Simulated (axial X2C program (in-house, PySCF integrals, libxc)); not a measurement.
SnSe⁺ at several levels of theory

Calculated with an in-house all-electron X2C program for linear molecules (integrals from PySCF). Spin-free means the one-electron spin-free X2C Hamiltonian; two-component (2c) means X2C with spin–orbit coupling and atomic mean-field two-electron Coulomb and Gaunt terms, so the difference of the two also holds small scalar two-electron terms. Basis: Sn dyall-cv3z [11s12p9d4f1g], Se dyall-cv3z [8s9p6d4f1g] (cores contracted in-house); Gaussian nuclei, density fitting, unrestricted open shells. Masses: Sn 119.902 u, Se 79.917 u.

State, spin-free: M_S = 1/2, Λ = 1 (beyond evenly filled blocks: π+α, π+β, π-α); electrons by block: σα: 18, σβ: 18, π+α: 9, π+β: 9, π-α: 9, π-β: 8, δ+α: 3, δ+β: 3, δ-α: 3, δ-β: 3. Fragments: Sn+ + Se.

State, 2c: Ω = 3/2 (⟨Sz⟩ = 0.50, ⟨Lz⟩ = 1.00 at PBE0); electrons by block: 1/2: 27, -1/2: 27, 3/2: 12, -3/2: 11, 5/2: 3, -5/2: 3. Fragments: Sn+ + Se.

```
Hamiltonian    level  Re (Å)  ωe (cm⁻¹)  De (eV)  D0 (eV)  μ (D)
  spin-free     PBE0   2.487      267.4     3.00     2.99  -2.60
  spin-free       HF   2.486      274.1     1.48     1.47  -3.17
  spin-free     CCSD   2.501      267.3     2.61     2.59    n/a
  spin-free  CCSD(T)   2.510      261.9     2.77     2.75    n/a
  spin-free  r2SCAN0   2.475      272.2     2.81     2.79  -2.58
         2c     PBE0   2.488      265.5      n/a      n/a  -2.53
         2c  r2SCAN0   2.476      270.5      n/a      n/a  -2.51
```

Correlated methods: 9 electrons correlated (number of frozen shells: Sn 4 s, 3 p, 2 d; Se 3 s, 2 p, 1 d), 275 virtual spin orbitals or spinors in MP2, 90 natural virtuals in coupled cluster.

Dipoles are positive if Se is the positive end and refer to the centre of mass.

The state is one determinant whose occupation by symmetry is held fixed; it was picked as the lowest of a PBE0 search that is not exhaustive. De is counted from the lowest determinant-based energies of the atoms at the same level, without counterpoise correction. De is not given where an atomic determinant may have missed its ground term or J level, or where the truncated virtual space spoils (T). Density functionals use the spin component along the axis (collinear). CCSD and (T) use frozen natural virtuals with an MP2 correction for the truncation; (T) itself is uncorrected, so its De runs slightly low. Without a current term, density functionals place determinants with orbital angular momentum somewhat too high. The determinant is spin-polarised beyond a pure state at some levels (its spin-free form has ⟨S²⟩ too high), which makes Re and μ there less reliable. With the outer-core shells frozen, correlated bond lengths of heavy atoms tend to come out a few hundredths of an ångström too long.

No reliable constants came from CCSD (2c), CCSD(T) (2c), HF (2c), MP2 (2c), MP2 (spin-free): no minimum in range, unconverged points, a curve that is not smooth, a change of character along it, or the two Hamiltonians disagreeing along it.

Rough cost a point (2c) on 1 thread(s) of a shared host, integrals apart: PBE0 1.5 s, r2SCAN0 2.3 s.

The whole task took 4.3 min on 1 thread of Arm Neoverse V1, on a shared host.
